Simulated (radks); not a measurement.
Coulomb parameter of the 5d shell of the rhenium ion Re3+ in the model configuration [Xe] 4f14 5d3 6p1, as a second difference U = [E(n + 0.5) + E(n - 0.5) - 2 E(n)] / (0.5)^2 with all orbitals relaxed. "Bare": the charge of the atom changes with n. "Screened": the 6p shell takes up the change at fixed total charge, which measures U(5d,5d) + U(6p,6p) - 2 U(5d,6p). All-electron calculation, scalar-relativistic Kohn-Sham, PBE, spin-unpolarised, spherical densities, point nucleus. Program: a radial shooting solver on a logarithmic mesh with Libxc functionals.

case	configuration	E - E(n) (eV)
start	[Xe] 4f14 5d3 6p1	0.000
bare +0.5	[Xe] 4f14 5d3.5 6p1	-16.844
bare -0.5	[Xe] 4f14 5d2.5 6p1	19.959
screened +0.5	[Xe] 4f14 5d3.5 6p0.5	-6.497
screened -0.5	[Xe] 4f14 5d2.5 6p1.5	6.974

U(bare) = 12.461 eV, U(screened by 6p) = 1.909 eV, against the Slater integral F0(5d,5d) = 15.099 eV with frozen orbitals.
